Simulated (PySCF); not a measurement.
PySCF input (M06-2X/6-311+G**):

```python
from pyscf import gto, dft

mol = gto.M(
    atom='''
    B    -0.63828070    0.19445736    0.00069969
    N     0.63078365   -0.32099861   -0.00354644
    H    -1.61807449   -0.55359993   -0.02141969
    H    -0.93312821    1.40011256    0.02575142
    H     1.32712062    0.42819083    0.01699493
    ''',
    basis='6-311+g**',
    charge=-1,
    spin=0,
    verbose=4,
)

mf = dft.RKS(mol, xc='m062x')
mf.grids.level = 4
mf.conv_tol = 1e-9
mf.max_cycle = 100
mf.max_memory = 1500
mf.kernel()
if not mf.converged:
    mf = mf.newton()
    mf.kernel(mf.make_rdm1())
mf.dip_moment()
```

From the last part of the output:

```
tot grids = 103104
init E= -81.2739532096459
  HOMO = -0.294741326196121  LUMO = -0.0283716738233331  gap/eV = 7.24829
cycle= 1 E= -81.3103732658065  delta_E= -0.0364  |g|= 0.555  |ddm|= 1.57
  HOMO = 0.0882415637569487  LUMO = 0.163007304238859  gap/eV = 2.03448
cycle= 2 E= -81.2090277074891  delta_E= 0.101  |g|= 0.882  |ddm|= 1.44
  HOMO = -0.0538311259307953  LUMO = 0.164034129551322  gap/eV = 5.92842
cycle= 3 E= -81.4014445302572  delta_E= -0.192  |g|= 0.0585  |ddm|= 0.919
  HOMO = -0.0622256846951874  LUMO = 0.164414588536149  gap/eV = 6.16720
cycle= 4 E= -81.4024082099717  delta_E= -0.000964  |g|= 0.0286  |ddm|= 0.0904
  HOMO = -0.0624056117787362  LUMO = 0.164299871895307  gap/eV = 6.16897
cycle= 5 E= -81.4026422551503  delta_E= -0.000234  |g|= 0.00354  |ddm|= 0.0333
  HOMO = -0.0628374518663097  LUMO = 0.164049600522616  gap/eV = 6.17391
cycle= 6 E= -81.4026492773391  delta_E= -7.02e-06  |g|= 0.00128  |ddm|= 0.00949
  HOMO = -0.0628794925287081  LUMO = 0.164051627915768  gap/eV = 6.17511
cycle= 7 E= -81.4026500780445  delta_E= -8.01e-07  |g|= 0.000285  |ddm|= 0.00308
  HOMO = -0.062935772512466  LUMO = 0.164055162450079  gap/eV = 6.17674
cycle= 8 E= -81.4026501197302  delta_E= -4.17e-08  |g|= 6.16e-05  |ddm|= 0.000674
  HOMO = -0.0629463109867178  LUMO = 0.164058580014851  gap/eV = 6.17712
cycle= 9 E= -81.4026501211515  delta_E= -1.42e-09  |g|= 8.53e-06  |ddm|= 0.000134
  HOMO = -0.0629493975477683  LUMO = 0.164058579587757  gap/eV = 6.17720
cycle= 10 E= -81.4026501211889  delta_E= -3.74e-11  |g|= 8.86e-07  |ddm|= 2.66e-05
  HOMO = -0.0629494522008012  LUMO = 0.164058598574684  gap/eV = 6.17720
Extra cycle  E= -81.4026501211891  delta_E= -1.71e-13  |g|= 6.42e-07  |ddm|= 3e-06
converged SCF energy = -81.4026501211891

WARN: System has nonzero charge -1; the dipole moment is origin-dependent.
Location of origin: [0. 0. 0.]

Dipole moment(X, Y, Z, Debye):  0.58708,  1.47593,  0.03603
```

The dipole moment of an ion depends on the origin.
